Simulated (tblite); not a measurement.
Input of a run (GFN2-xTB geometry optimisation, gas phase (tblite 0.8.0)), started from a force field or distance geometry:
```
{"job": {"kind": "relax", "xc": "GFN2-xTB", "basis": "xTB"}, "charge": 0, "multiplicity": 1}
C     -2.950900     0.337100     0.387800
C     -1.657800    -0.061900    -0.167900
O     -1.448900    -0.181200    -1.408400
N     -0.610200    -0.323600     0.779200
Si     0.973300    -0.825200     0.139500
C      2.146500     0.543600    -0.233900
C      2.891700     0.021100     0.972900
N      2.186600    -0.985500     1.389400
H     -3.082500     1.441800     0.378400
H     -3.103100    -0.083500     1.404100
H     -3.746100    -0.166800    -0.245400
H     -0.780400    -0.240800     1.820200
H      0.953600    -1.838600    -0.903700
H      2.702500     0.419800    -1.178300
H      1.701500     1.550600    -0.034300
H      3.816800     0.401900     1.423900
```

Output (eV, eV/Å):
```
step      E/eV     max force
  0    -659.73217    3.928
  1    -660.08911    4.048
  2    -660.23102    1.332
  3    -660.30140    0.828
  4    -660.35599    0.606
  5    -660.37609    0.495
  6    -660.40678    0.398
  7    -660.42030    0.286
  8    -660.43051    0.279
  9    -660.44141    0.328
 10    -660.45140    0.332
 11    -660.45915    0.225
 12    -660.46436    0.187
 13    -660.46751    0.125
 14    -660.46899    0.081
 15    -660.46980    0.075
 16    -660.47048    0.067
 17    -660.47112    0.075
 18    -660.47164    0.066
 19    -660.47201    0.039
 20    -660.47229    0.042
 21    -660.47260    0.052
 22    -660.47292    0.053
 23    -660.47319    0.042
 24    -660.47339    0.039
 25    -660.47356    0.044
 26    -660.47375    0.041
 27    -660.47401    0.043
 28    -660.47435    0.046
 29    -660.47474    0.052
 30    -660.47509    0.055
 31    -660.47537    0.048
 32    -660.47562    0.043
 33    -660.47590    0.055
 34    -660.47625    0.061
 35    -660.47663    0.052
 36    -660.47697    0.045
 37    -660.47722    0.031
 38    -660.47741    0.038
 39    -660.47762    0.034
 40    -660.47784    0.046
 41    -660.47805    0.042
 42    -660.47823    0.037
 43    -660.47843    0.038
 44    -660.47869    0.048
 45    -660.47902    0.063
 46    -660.47935    0.055
 47    -660.47960    0.036
 48    -660.47977    0.031
 49    -660.47992    0.031
 50    -660.48006    0.036
 51    -660.48021    0.038
 52    -660.48038    0.032
 53    -660.48059    0.043
 54    -660.48081    0.052
 55    -660.48099    0.039
 56    -660.48110    0.025
 57    -660.48120    0.025
 58    -660.48130    0.026
 59    -660.48140    0.029
 60    -660.48146    0.020
 61    -660.48151    0.018
 62    -660.48158    0.018
 63    -660.48170    0.028
 64    -660.48186    0.035
 65    -660.48199    0.028
 66    -660.48208    0.028
 67    -660.48218    0.032
 68    -660.48234    0.037
 69    -660.48260    0.051
 70    -660.48295    0.053
 71    -660.48329    0.038
 72    -660.48356    0.037
 73    -660.48379    0.041
 74    -660.48399    0.047
 75    -660.48415    0.041
 76    -660.48430    0.032
 77    -660.48441    0.025
 78    -660.48450    0.030
 79    -660.48469    0.035
 80    -660.48490    0.051
 81    -660.48513    0.056
 82    -660.48532    0.038
 83    -660.48547    0.039
 84    -660.48560    0.034
 85    -660.48572    0.029
 86    -660.48587    0.029
 87    -660.48598    0.038
 88    -660.48616    0.039
 89    -660.48634    0.036
 90    -660.48660    0.050
 91    -660.48694    0.052
 92    -660.48733    0.060
 93    -660.48761    0.040
 94    -660.48773    0.028
 95    -660.48780    0.031
 96    -660.48787    0.033
 97    -660.48800    0.041
 98    -660.48822    0.047
 99    -660.48846    0.027
100    -660.48859    0.017
101    -660.48863    0.016
102    -660.48868    0.016
103    -660.48874    0.018
104    -660.48887    0.029
105    -660.48902    0.043
106    -660.48914    0.041
107    -660.48924    0.030
108    -660.48933    0.030
109    -660.48943    0.032
110    -660.48957    0.037
111    -660.48973    0.049
112    -660.49009    0.061
113    -660.49056    0.057
114    -660.48961    0.190
115    -660.49108    0.033
116    -660.49122    0.022
117    -660.49135    0.033
118    -660.49141    0.026
119    -660.49150    0.021
120    -660.49162    0.023
121    -660.49169    0.022
122    -660.49172    0.020
123    -660.49174    0.009
```

Summarise the run.

The energy falls by 73.3 kJ/mol over 123 L-BFGS steps, the largest force on an atom goes from 3.93 to 0.009 eV/Å, and the atoms move by 0.372 Å rms after alignment. The bond that changes most is C2–N4 (amide carbonyl carbon to amide nitrogen), which shortens by 0.091 Å. Bonds longer at the end by more than 0.005 Å: 3 of 16; shorter: 13. Among the angles that change most is C6–Si5–H13, from 112.4° to 121.1°. Among the dihedrals that turn most is H11–C1–C2–N4, from -141° to 177°. The energy rose by more than 1e-5 eV at step 114. The first step brought 47 % of the lowering.

What are the final bond lengths?

C1–C2 1.503 Å, C2=O3 1.218 Å, C2–N4 1.346 Å, N4–Si5 1.750 Å, Si5–C6 1.922 Å, C6–C7 1.495 Å, C7=N8 1.275 Å, Si5–N8 1.799 Å, C1–H9 1.088 Å, C1–H10 1.088 Å, C1–H11 1.086 Å, N4–H12 1.006 Å, Si5–H13 1.448 Å, C6–H14 1.086 Å, C6–H15 1.088 Å, C7–H16 1.083 Å. Numbering counts from 1 in the input's order; the species is `CC(=O)N[Si@H]1CC=N1`.

Its GFN2-xTB frequencies are all real (lowest 56 cm⁻¹). One conformer, not necessarily the lowest. 3 starts were optimised and ended at 0.00, 0.02 and 2.57 kcal/mol (GFN2-xTB); the lowest of these is shown.

These are computed values.
